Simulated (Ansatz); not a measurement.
`F[B]1[SiH2][SnH2]1`, relaxed with RKS PBE-D4/def2-SVP in Ansatz from a rough embedded geometry. The force threshold is 0.03 eV/Å; the program also tests the step.

Total charge 0; spin multiplicity 1. Sn: def2 effective core potential.

Start:

```xyz
8

F     1.398    1.677   -1.735
B     0.693    0.724   -0.803
Si    0.698   -0.955    0.299
Sn   -1.200    0.244    0.409
H     1.606   -0.821    1.462
H     0.728   -2.162   -0.545
H    -1.436    1.436    1.649
H    -2.488   -0.143   -0.736
```

| step | energy (eV) | largest force (eV/Å) | largest move (Å) |
| --- | --- | --- | --- |
| 1 | -17151.7250 | 5.017 | 0.000 |
| 2 | -17152.9759 | 2.453 | 0.195 |
| 3 | -17153.2708 | 1.210 | 0.195 |
| 4 | -17153.3017 | 0.416 | 0.113 |
| 5 | -17153.3138 | 0.266 | 0.080 |
| 6 | -17153.3172 | 0.081 | 0.026 |
| 7 | -17153.3195 | 0.061 | 0.029 |
| 8 | -17153.3397 | 0.757 | 0.199 |
| 9 | -17153.3667 | 1.381 | 0.136 |
| 10 | -17153.4232 | 1.520 | 0.196 |
| 11 | -17153.4897 | 0.844 | 0.193 |
| 12 | -17153.5274 | 0.227 | 0.196 |
| 13 | -17153.5431 | 0.114 | 0.092 |
| 14 | -17153.5461 | 0.072 | 0.042 |
| 15 | -17153.5468 | 0.016 | 0.009 |

End:

```xyz
8

F     1.451    1.841   -1.044
B     0.790    0.707   -0.839
Si    1.027   -0.909    0.212
Sn   -1.296    0.585    0.012
H     2.156   -1.359    1.107
H     0.281   -2.068   -0.390
H    -1.890    1.832    1.067
H    -2.520   -0.628   -0.125
```

It took 25 s on 2 threads of an Arm Neoverse V2 on a shared host, with 0.15 GiB of host memory at the peak.
